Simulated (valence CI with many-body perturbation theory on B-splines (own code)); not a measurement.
Sb20+: calculated level list

Level of theory: valence CI with perturbative core correlation (CI+MBPT): three valence electrons over a frozen Dirac-Fock core [Ar] 3d10, radial functions for each j: 9 s, 9 p, 8 d, 6 f, 3 g, 1 h, with the one-electron correlation potential Σ1 (screened to all orders), the two-electron term Σ2, the three-electron term Σ3, Breit, model QED; selected single and double excitations, second order for the rest, scaled by the run's own slope (own B-spline code, finite nucleus).

No measured levels were compared; by estimate levels hold to about 250 cm⁻¹ or 0.2 % of their energy and the worst to 1 %, as in measured heavy ions of charge 2 to 7; those with d or f electrons hold less well.

Levels 1 to 33 of 33, with energies above the lowest level, 4s2 4p 2P°_1/2. "Leading %" is the weight of the configuration and term that name the level; weights of strongly mixed levels are sums over their largest components and can fall short, so below about 35 % the name and the second component can differ from the true leading terms, or belong to a minority configuration. In the jj column 3d3/2^4 stands for four electrons in 3d with j = 3/2. Lifetimes count E1, E2, E3, M1 and M2 decay at the calculated energies, and are blank where another channel may lead or the interval is too uncertain; long ones can be off by a factor of two.

```csv
No.,Configuration,Term,J,E (cm⁻¹),Leading %,Lifetime,Second component,Leading jj
1,4s2 4p,2P°,1/2,0,99,,,4s^2 4p1/2 (99 %)
2,4s2 4p,2P°,3/2,99623,98,112 μs,,4s^2 4p3/2 (98 %)
3,4s 4p2,4P,1/2,346170,84,427 ps,13 % 4s 4p2 2S,4s 4p1/2^2 (81 %)
4,4s 4p2,4P,3/2,408000,97,3.38 ns,,4s 4p1/2 4p3/2 (97 %)
5,4s 4p2,4P,5/2,437320,68,520 ps,31 % 4s 4p2 2D,4s 4p1/2 4p3/2 (86 %)
6,4s 4p2,2D,3/2,490210,82,40.0 ps,12 % 4s 4p2 2P,4s 4p1/2 4p3/2 (85 %)
7,4s 4p2,2P,1/2,523400,68,11.8 ps,20 % 4s 4p2 2S,4s 4p1/2 4p3/2 (74 %)
8,4s 4p2,2D,5/2,536600,64,136 ps,32 % 4s 4p2 4P,4s 4p3/2^2 (85 %)
9,4s 4p2,2S,1/2,622770,66,15.9 ps,28 % 4s 4p2 2P,4s 4p3/2^2 (89 %)
10,4s 4p2,2P,3/2,630820,85,8.82 ps,9 % 4s 4p2 2D,4s 4p3/2^2 (82 %)
11,4s2 4d,2D,3/2,754190,92,5.18 ps,6 % 4s 4p2 2D,4s^2 4d3/2 (92 %)
12,4s2 4d,2D,5/2,771660,93,6.80 ps,5 % 4s 4p2 2D,4s^2 4d5/2 (93 %)
13,4p3,2P°,3/2,865490,35,18.9 ps,31 % 4p3 4S°,4p1/2^2 4p3/2 (91 %)
14,4p3,4S°,3/2,936760,53,14.2 ps,38 % 4p3 2D°,4p1/2 4p3/2^2 (91 %)
15,4p3,2D°,5/2,942160,84,34.2 ps,14 % 4s 4p 4d 2D°,4p1/2 4p3/2^2 (84 %)
16,4p3,2P°,1/2,995400,92,15.5 ps,5 % 4s 4p 4d 2P°,4p1/2 4p3/2^2 (92 %)
17,4s 4p 4d,4F°,3/2,1023400,89,112 ps,7 % 4s 4p 4d 2D°,4s 4p1/2 4d3/2 (92 %)
18,4s 4p 4d,4F°,5/2,1042000,85,69.3 ps,5 % 4s 4p 4d 4D°,4s 4p1/2 4d3/2 (60 %)
19,4p3,2P°,3/2,1063500,52,15.3 ps,16 % 4p3 2D°,4p3/2^3 (81 %)
20,4s 4p 4d,4F°,7/2,1073300,82,43.7 ps,12 % 4s 4p 4d 4D°,4s 4p1/2 4d5/2 (71 %)
21,4s 4p 4d,4P°,5/2,1085000,55,8.52 ps,22 % 4s 4p 4d 4D°,4s 4p1/2 4d5/2 (90 %)
22,4s 4p 4d,4D°,3/2,1092500,52,5.79 ps,33 % 4s 4p 4d 4P°,4s 4p1/2 4d3/2 (54 %)
23,4s 4p 4d,4D°,1/2,1095300,79,4.70 ps,10 % 4s 4p 4d 2P°,4s 4p1/2 4d3/2 (84 %)
24,4s 4p 4d,4F°,9/2,1133700,100,,,4s 4p3/2 4d5/2 (100 %)
25,4s 4p 4d,2F°,5/2,1135400,67,11.6 ps,14 % 4s 4p 4d 2D°,4s 4p1/2 4d5/2 (53 %)
26,4s 4p 4d,2D°,3/2,1145800,61,6.54 ps,13 % 4s 4p 4d 2P°,4s 4p3/2 4d3/2 (30 %)
27,4s 4p 4d,4P°,1/2,1161600,88,7.05 ps,11 % 4s 4p 4d 4D°,4s 4p3/2 4d3/2 (97 %)
28,4s 4p 4d,4D°,5/2,1163700,62,5.63 ps,12 % 4s 4p 4d 4P°,4s 4p3/2 4d3/2 (83 %)
29,4s 4p 4d,4D°,7/2,1164800,79,5.75 ps,15 % 4s 4p 4d 4F°,4s 4p3/2 4d5/2 (52 %)
30,4s 4p 4d,4P°,3/2,1165300,60,6.43 ps,36 % 4s 4p 4d 4D°,4s 4p3/2 4d3/2 (79 %)
31,4s 4p 4d,2D°,5/2,1188900,50,9.88 ps,27 % 4s 4p 4d 4P°,4s 4p3/2 4d5/2 (90 %)
32,4s 4p 4d,2D°,3/2,1221200,42,4.88 ps,41 % 4s 4p 4d 2P°,4s 4p3/2 4d5/2 (35 %)
33,4s 4p 4d,2F°,7/2,1230700,98,14.2 ps,,4s 4p3/2 4d5/2 (72 %)
```

Names give the largest LS component (configuration and term), which can be under half, so a name can repeat, a term be missing and a line seem to break the LS rules; names also repeat where a configuration has a term twice.

The ionisation energy to 4s2 1S_0 of the next ion comes out as 585.52 eV (NIST: 584 ± 4 eV (theoretical)). All 33 levels together are meant to be complete up to 1236500 cm⁻¹.
